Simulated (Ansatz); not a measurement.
Start from `CO[Si](N)(F)Cl` and change one atom or group to get `CO[Si](F)(Cl)[SeH]`.

Ansatz, PBE0-D4/def2-TZVP geometries, multiplicity 1. Each molecule was computed in one conformer, which needn't be the lowest.

Scalar relativity is left out up to krypton.

| property | `CO[Si](N)(F)Cl` |
| --- | --- |
| HOMO–LUMO gap (ωB97M-V/def2-TZVPP) / eV | 12.80 |
| size of the dipole moment (PBE/def2-TZVPP) / D | 1.60 |
| LUMO energy (PBE/def2-TZVPP) / eV | -0.11 |
| HOMO–LUMO gap (PBE0/def2-TZVPP) / eV | 8.92 |
| size of the dipole moment (ωB97M-V/def2-TZVPP) / D | 1.57 |
| LUMO energy (PBE0/def2-TZVPP) / eV | 0.78 |

Problem. What does the change do to each property? (Best estimate.)

Solution. The calculation gave: 
```
                                          property  `CO[Si](F)(Cl)[SeH]`  shift
           HOMO–LUMO gap (ωB97M-V/def2-TZVPP) / eV                 11.37  -1.43
    size of the dipole moment (PBE/def2-TZVPP) / D                  1.75   0.15
                 LUMO energy (PBE/def2-TZVPP) / eV                 -1.13  -1.02
              HOMO–LUMO gap (PBE0/def2-TZVPP) / eV                  7.29  -1.63
size of the dipole moment (ωB97M-V/def2-TZVPP) / D                  1.83   0.26
                LUMO energy (PBE0/def2-TZVPP) / eV                 -0.24  -1.02
```

With PBE0 the HOMO rises by 0.60 eV and the LUMO falls by 1.02 eV, so the gap narrows by about 1.62 eV. PBE moves the HOMO by 0.26 eV and ωB97M-V by 0.85 eV. Dipoles are sizes alone; their direction can turn.

Spin–orbit coupling is left out; it splits and shifts lone-pair levels of the heavy atoms by tenths of an eV.
